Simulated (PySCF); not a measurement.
Species: C13H20.
Atom-mapped SMILES: `[CH:1]1=[CH:2][C@@H:3]2[CH2:4][CH2:5][C@H:6]1[CH2:7][C@@H:8]2[CH:9]1[CH2:10][CH2:11][CH2:12][CH2:13]1`

Geometry (PBE0-D3(BJ)/def2-SVP, Å), atoms numbered from 1 in this order:
```xyz
33
C13H20 angstrom
C     -2.0488    0.5114   -1.5658
C     -1.2609   -0.5553   -1.7531
C     -0.7958   -1.2027   -0.4787
C     -2.0428   -1.6144    0.3310
C     -2.9441   -0.3840    0.5520
C     -2.2958    0.8427   -0.1196
C     -0.9288    1.0800    0.5514
C     -0.0161   -0.1557    0.3558
C      1.3344    0.2138   -0.2522
C      2.2722   -0.9755   -0.5105
C      3.6685   -0.3666   -0.4648
C      3.5768    0.5858    0.7248
C      2.1655    1.1890    0.6271
H     -2.4824    1.1001   -2.3787
H     -0.9763   -0.9355   -2.7378
H     -0.1660   -2.0832   -0.6675
H     -2.5827   -2.4060   -0.2096
H     -1.7207   -2.0482    1.2915
H     -3.0784   -0.1776    1.6263
H     -3.9479   -0.5486    0.1326
H     -2.9368    1.7289   -0.0032
H     -1.0779    1.2979    1.6211
H     -0.4616    1.9735    0.1093
H      0.1842   -0.6197    1.3398
H      1.1324    0.7033   -1.2213
H      2.1670   -1.7175    0.3025
H      2.0536   -1.4965   -1.4550
H      4.4731   -1.1120   -0.3697
H      3.8571    0.2016   -1.3925
H      3.6742    0.0052    1.6577
H      4.3716    1.3470    0.7402
H      2.1975    2.1903    0.1709
H      1.7145    1.3194    1.6234
```

Probes without a nucleus sit at each ring's centroid and 1 Å off its mean plane on both sides; NICS is minus the shielding there, NICSzz its component along the normal. Level: GIAO PBE0/pcSseg-1 (PySCF, non-relativistic, gas phase) on the PBE0-D3(BJ)/def2-SVP geometry, one conformer.

Ring bond lengths (Å), with Mayer bond orders in brackets: C1–C2 1.339 (1.85), C2–C3 1.503 (1.00), C3–C4 1.543 (1.03), C4–C5 1.541 (1.02), C5–C6 1.542 (1.00), C6–C1 1.504 (1.00); C1–C2 1.339 (1.85), C2–C3 1.503 (1.00), C3–C8 1.549 (0.98), C8–C7 1.549 (1.00), C7–C6 1.541 (1.01), C6–C1 1.504 (1.00); C9–C10 1.536 (1.01), C10–C11 1.524 (1.03), C11–C12 1.527 (1.04), C12–C13 1.538 (1.04), C13–C9 1.554 (1.01).

Q: What do the NICS probes read (ppm)?

A: 
```csv
ring,type,NICS(0),"NICS(1), two faces","NICS(1)zz, two faces",rms pucker (Å),"centre to ring atoms, mean (Å)"
C1–C2–C3–C4–C5–C6,"6-membered carbocycle; formal bonds 1 double, 5 single",-4.9,-8.5 / -5.2,-16.6 / -8.0,0.33,1.42
C1–C2–C3–C8–C7–C6,"6-membered carbocycle; formal bonds 1 double, 5 single",-5.0,-5.4 / -8.3,-6.0 / -16.1,0.33,1.42
C9–C10–C11–C12–C13,5-membered carbocycle; formal bonds all single,-5.4,-4.0 / -4.0,-3.3 / -2.1,0.18,1.28
```

Q: What can be read from them?

A: 
- C1–C2–C3–C4–C5–C6: mean NICS(1)zz -12.3 ppm, shielded. C3, C4, C5, C6 have four or more neighbours; no verdict on aromaticity is drawn. The two faces differ by 8.6 ppm, so no symmetry operation interchanges them.
- C1–C2–C3–C8–C7–C6: mean NICS(1)zz -11.1 ppm, shielded. C3, C6, C7, C8 have four or more neighbours, and the NICS criterion for π rings isn't applied. The two faces differ by 10.1 ppm, so no symmetry operation interchanges them.
- C9–C10–C11–C12–C13: mean NICS(1)zz -2.7 ppm, near zero. C9, C10, C11, C12, C13 have four or more neighbours, so the value isn't read as a sign of a π ring current.

Q: What field does 11.7 T along the ring normal induce along that normal at the first NICS(1) probe listed for ring C9–C10–C11–C12–C13, 1 Å off the ring?

A: NICSzz × B0 = -3.3 ppm × 11.7 T = -39 μT, against the applied field.

Q: How do the values depend on the level or the medium?

A: 
```csv
level,"NICS(0), C1–C2–C3–C4–C5–C6","mean NICS(1)zz, C1–C2–C3–C4–C5–C6","NICS(0), C1–C2–C3–C8–C7–C6","mean NICS(1)zz, C1–C2–C3–C8–C7–C6","NICS(0), C9–C10–C11–C12–C13","mean NICS(1)zz, C9–C10–C11–C12–C13"
"PBE0/pcSseg-1, gas",-4.9,-12.3,-5.0,-11.1,-5.4,-2.7
"wB97X-D/pcSseg-1, gas",-4.6,-12.1,-4.8,-10.9,-5.3,-2.6
```

The geometry is the same throughout.
